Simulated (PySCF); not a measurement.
GeCl₄, SMILES [Cl][Ge]([Cl])([Cl])[Cl]. Geometry optimised at ωB97X-D3(BJ)/def2-SVP. The isomer is the one that the SMILES or the coordinates give; other isomers of the formula were not compared.

Computed with ωB97X-D3(BJ)/def2-SVP in PySCF.

Harmonic wavenumbers (cm⁻¹): 126, 126, 170, 170, 170, 407, 484, 484, 484. Rotational constants (GHz): 1.194, 1.194, 1.194; symmetry number 12.

Work out the zero-point energy and the ideal-gas rigid-rotor harmonic-oscillator thermochemistry at 298.15 K and 1 atm.

ZPE = ½ Σ hcν = ½ × 2624 cm⁻¹ = 3.75 kcal/mol. H − E(el) = 8.76 kcal/mol. Entropy in cal/(mol K): translation 41.99, rotation 24.69, vibration 16.33, total 83.01. G − E(el) = -15.99 kcal/mol. Cp = 22.75 cal/(mol K). Modes under 150 cm⁻¹ make the vibrational entropy uncertain.
